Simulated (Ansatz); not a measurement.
Q: Name a neutral molecule of F, Ge, O, Si and H with HOMO energy (ωB97M-V/def2-TZVPP) between -10.95 and -10.65 eV and size of the dipole moment (B3LYP/def2-TZVPP) between 1.25 and 1.55 D (Ansatz, PBE0-D4/def2-TZVP geometry).

A: `[OH][Ge]([OH])([F])[SiH3]` (-10.83 eV, 1.33 D). Other molecules can fit too; these were computed, each in one conformer that needn't be the lowest.

B3LYP here is the variant with VWN-RPA as its local correlation; programs differ in this.
